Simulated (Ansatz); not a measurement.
Reactions of `C=C=C(C)I`.

Calculated with Ansatz (gas phase, PBE0-D4/def2-TZVP geometries, no zero-point term in ΔE). CCSD(T)/CBS is the MP2 limit (def2-TZVPP, def2-QZVPP) plus CCSD(T) − MP2 in def2-TZVPP, frozen cores. This one scheme is used for every species, atoms too. Open shells (•) are unrestricted, without spin–orbit coupling. Spin–orbit coupling would lower the free atoms: a little for C; strongly for I. Elements past krypton have def2 core potentials. For I outer-core shells are correlated without core-valence functions, so the limit isn't a true one: a few kJ/mol of doubt a bond, and 10 to 20 or more in all where bonds break to atoms. Each species was taken in one conformer, which may not be the lowest.

```tsv
reaction	CCSD(T)/CBS(def2) (kcal/mol)
`C=C=C(C)I` + HCl → `C=C=C(C)Cl` + HI	?
`C=C=C(C)I` → `C=CC(=C)I`	-12.0
`C=C=C(C)I` + H₂ → `C=C=CC` + HI	-12.9
`C=C=C(C)I` → 4 C• + 5 H• + I•	956.4
`C=C=C(C)I` → `CC1=C(I)C1`	17.7
```

Question: Fill in the missing values. (Estimate.)

Answer: Ansatz gave: `C=C=C(C)I` + HCl → `C=C=C(C)Cl` + HI: +5.9 kcal/mol.

Largest T1 diagnostic: 0.011, for `C=C=CC`.
